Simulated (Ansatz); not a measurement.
Geometry optimisation, Ansatz 0.2.0, RKS B3LYP/STO-3G.

input.yaml

```yaml
crystal:
  periodic: [false, false, false]
  atoms:
    - { symbol: Al, position_ang: [0.0, 0.0, 0.0] }
    - { symbol: O, position_ang: [0.0, 0.0, 1.78] }
    - { symbol: H, position_ang: [-0.9095, -0.2814, 2.1171] }
    - { symbol: Cl, position_ang: [1.9312, 0.0, -1.115] }
    - { symbol: O, position_ang: [-1.5415, 0.0, -0.89] }
    - { symbol: Si, position_ang: [-2.6907, -1.2238, -0.8267] }
    - { symbol: H, position_ang: [-2.2881, -2.2198, 0.162] }
    - { symbol: H, position_ang: [-3.9833, -0.6595, -0.4496] }
    - { symbol: H, position_ang: [-2.8007, -1.8572, -2.1376] }
basis:
  gaussian: { orbitals: STO-3G }
hamiltonian:
  xc: b3lyp
relax:
  f_tol: 0.02
  max_steps: 40
```

Run as:

```bash
$ ansatz run input.yaml --threads 1 --pin off --max-ram 2048MiB --backend cpu --events-out ev --progress --plain --runs-dir out
```

Question: Where does it end, and by what steps?

Answer: The run converged. Limits of this set-up: minimal basis. After 11 steps the energy has fallen by 0.642 eV; Cl4 moved furthest, 0.87 Å.

```
step  energy less start (eV)  largest force component (eV/Å)  accepted
   0                  0.0000                           2.640       yes
   1                 -0.4794                           1.488       yes
   2                 -0.5550                           0.584       yes
   3                 -0.5715                           0.347       yes
   4                 -0.5834                           0.219       yes
   5                 -0.6023                           0.133       yes
   6                 -0.6043                           0.519       yes
   7                 -0.6362                           0.095       yes
   8                 -0.6394                           0.129       yes
   9                 -0.6420                           0.026       yes
  10                 -0.6422                           0.033       yes
  11                 -0.6423                           0.019       yes
```

```xyz
9
Properties=species:S:1:pos:R:3
Al 0.009 -0.068 -0.065
O -0.081 -0.124 1.633
H -0.947 -0.624 1.851
Cl 1.724 0.805 -0.854
O -1.096 -0.668 -1.170
Si -2.627 -1.257 -0.770
H -2.599 -2.105 0.411
H -3.551 -0.169 -0.506
H -3.115 -2.032 -1.889
```

The run took 39 s on 1 thread of Arm Neoverse V1, on a shared host, peak memory 0.15 GiB.
